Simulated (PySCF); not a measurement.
## S⁺ (sulfur, charge +1) across methods

[Ne] 3s2 3p3, high-spin 4S determinant. Calculation: PySCF 2.14, in aug-cc-pCVQZ-DK; the spin-free X2C one-electron Hamiltonian (Gaussian nucleus).

| method | E (hartree) | mean ε 3s α (eV) | mean ε 3s β (eV) | mean ε 3p α (eV) | Σ⟨r²⟩ (bohr²) | ⟨S²⟩ |
| --- | --- | --- | --- | --- | --- | --- |
| UHF | -398.25542 | -38.568 | -29.188 | -23.454 | 20.69 | 3.751 |
| r2SCAN0 | -398.8013 | -32.234 | -26.666 | -19.853 | 20.49 | 3.750 |
| PBE | -398.6618 | -28.815 | -25.377 | -17.908 | 20.59 | 3.750 |
| PBE0 | -398.6936 | -31.453 | -26.728 | -19.478 | 20.54 | 3.750 |
| LDA | -397.4319 | -28.706 | -25.637 | -17.879 | 20.63 | 3.750 |
| M06-2X | -398.8247 | -33.060 | -28.257 | -20.564 | 20.58 | 3.751 |
| PBEsol | -398.0186 | -28.727 | -25.315 | -17.851 | 20.60 | 3.750 |
| r2SCAN | -398.8032 | -29.986 | -25.370 | -18.462 | 20.49 | 3.750 |
